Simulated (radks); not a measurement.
Problem. The table gives one normalised radial function P(r) = r R(r) of Sc2+ in [Ar] 3d1 (r in bohr). All-electron calculation, scalar-relativistic Kohn-Sham, LDA (Slater exchange, Perdew-Wang correlation), spin-polarised, spherical densities, finite nucleus; open shells are filled with parallel spins first; Fermi nuclear charge, rms radius 3.5459 fm. Program: a radial shooting solver on a logarithmic mesh with Libxc functionals.

r,P
0.009287,0.0236
0.01056,0.0299
0.0119,0.0374
0.01353,0.0473
0.01525,0.0589
0.01733,0.0743
0.01954,0.0920
0.02221,0.1154
0.02504,0.1422
0.02846,0.1770
0.03209,0.2164
0.03648,0.2669
0.04113,0.3233
0.04674,0.3942
0.0527,0.4717
0.0599,0.5667
0.06753,0.6677
0.07676,0.7877
0.08654,0.9105
0.09836,1.0498
0.1109,1.1848
0.126,1.3281
0.1421,1.4553
0.1615,1.5754
0.1821,1.6649
0.207,1.7268
0.2334,1.7459
0.2652,1.7188
0.2991,1.6465
0.3399,1.5211
0.3832,1.3641
0.4356,1.1657
0.4911,0.9641
0.5582,0.7487
0.6293,0.5605
0.7153,0.3868
0.8064,0.2561
0.9166,0.1527
1.033,0.0867
1.175,0.0431
1.324,0.0203
1.505,0.0080
1.697,0.0030
1.929,0.0009
2.175,0.0002
2.472,0.0001
2.787,0.0000
3.167,0.0000
3.571,0.0000
4.059,0.0000
4.576,0.0000
5.201,0.0000
5.864,0.0000

Which n and l does it have? It may be an empty orbital.

Solution. n = 2, l = 1: the number of nodes gives n - l - 1 = 0, the rise at small r (about r^(l+1)) gives l, and the extent must fit the shell. The curve is that of 2p up; the table hardly tells the two spins apart. 2p up: eigenvalue -403.64 eV, 0 radial nodes, <r> = 0.308 bohr, 90 % of the charge inside 0.508 bohr.
